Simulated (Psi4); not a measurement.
Pair of molecules, SMILES O=C=O with SMILES N#N, pulled apart as rigid monomers along the line of their centres of mass from the B3LYP-D3(BJ)/def2-TZVP minimum (SMILES order as in the coordinates).
Starting geometry (charge 0, multiplicity 1):
```xyz
5

O     -0.52489    -1.04136    -0.27140
C     -0.01877     0.00190    -0.27381
O      0.48721     1.04519    -0.28300
N      0.02029    -0.00284     2.86884
N      0.03616    -0.00290     3.95933
```

Calculation: SAPT0/jun-cc-pV(D+d)Z (Psi4).

```
C2···N4 (Å)  electrostatics (meV)  exchange (meV)  induction (meV)  dispersion (meV)  total
-----------  --------------------  --------------  ---------------  ----------------  -----
2.83                        -84.5           151.7            -16.3             -59.7   -8.8
3.14                        -39.5               …             -5.7             -33.2  -31.5
3.61                        -16.5             7.7             -1.4             -14.8  -25.0
4.40                         -6.0             0.3             -0.2              -4.7  -10.6
5.66                         -1.8             0.0                …              -1.1   -3.0
```

Problem. Some entries are withheld; supply them.

Solution. 
- 3.14, exchange (meV): 46.8
- 5.66, induction (meV): 0.0
